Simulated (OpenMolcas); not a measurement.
A calculation on neutral oxygen.

```
Program             : OpenMolcas 26.06
Method              : SS-CASPT2, IPEA 0.25 Eh, imaginary shift 0.1 Eh (closed shells correlated: 1s 2s)
Basis               : ANO-RCC-VTZP [4s3p2d1f]
Scalar Hamiltonian  : DKH2, point nucleus
Active space        : 4 electrons in 3 orbitals (2p)
State averaging     : 2S+1 = 3 even, 3 roots; 2S+1 = 1 even, 6 roots
Spin-orbit coupling : state interaction with AMFI integrals over the reference wave functions, term energies averaged over their components
```

(1) Which level of the active space comes out lowest?

(2) How high does 2s2 2p4 1S0 lie?

(3) How high does 2s2 2p4 3P1 lie?

(4) How high does 2s2 2p4 3P0 lie?

Measured values: NIST Handbook of Basic Atomic Spectroscopic Data.

Answers

(1) 2s2 2p4 3P2, with 100 % of that term; it is also the measured ground level.

(2) 35790 cm-1 above the lowest level; measured 33793 cm-1 above the ground level, so the calculation is off by +6 %.

(3) 149 cm-1 above the lowest level; measured 158 cm-1 above the ground level, so the calculation is off by -6 %.

(4) 222 cm-1 above the lowest level; measured 227 cm-1 above the ground level, so the calculation is off by -2 %.

With the s shell closed, the reference lacks s² → p² mixing. Measured partners are found by configuration, term and J. A level has none where our copy of the source lacks it or the pairing is in doubt (some pairs that miss far off the trend of their configuration count as doubtful), and it then counts in no deviation. Levels of configurations outside the active space are missing.
